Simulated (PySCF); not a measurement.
Cartesian coordinates in Å; atom numbers follow the order of the lines, from 1:
```xyz
14

C    -2.344    0.449    0.451
Si   -0.785   -0.419   -0.162
Si    1.162    0.779    0.368
C     2.706   -0.050   -0.331
H    -2.430    1.451    0.003
H    -2.324    0.563    1.545
H    -3.242   -0.127    0.180
H    -0.691   -1.792    0.436
H    -0.851   -0.596   -1.651
H     1.274    0.895    1.860
H     1.041    2.173   -0.172
H     2.821   -1.068    0.071
H     2.647   -0.118   -1.428
H     3.608    0.525   -0.072
```

Geometry: PBE0-D3(BJ)/def2-SVP; GIAO shifts from PySCF, gas phase, non-relativistic, averaged over equivalent atoms.

At LDA/pcSseg-2 (298 basis functions, 40 s wall time on 1 thread of an Arm Neoverse V1, shared host):
| atoms | δ (ppm) |
| --- | --- |
| C1/C4 | -12.1 |
| Si2/Si3 | -79.7 |
| H8/H9/H10/H11 | 4.21 |
| H5/H6/H7/H12/H13/H14 | 0.20 |

Shifts are taken against calculated references (same method and geometry level): ¹³C (σ = 180.28 ppm) and ²⁹Si (σ = 303.06 ppm) and ¹H (σ = 30.77 ppm) vs TMS.

**Question.** What do these become at OPBE/pcSseg-2?

**Answer.** 
| atoms | δ at OPBE/pcSseg-2 | change |
| --- | --- | --- |
| C1/C4 | -8.8 | +3.3 |
| Si2/Si3 | -69.5 | +10.2 |
| H8/H9/H10/H11 | 3.96 | -0.25 |
| H5/H6/H7/H12/H13/H14 | 0.25 | +0.05 |

δ = σ(ref) − σ, references computed at the same level: ¹³C (σ = 184.41 ppm) and ²⁹Si (σ = 355.55 ppm) and ¹H (σ = 31.20 ppm) against TMS.

The largest change is at Si2/Si3 (silicon bonded to C, Si, 2 H). Cost: 298 basis functions, 48 s wall time on 1 thread of an Arm Neoverse V1, shared host.
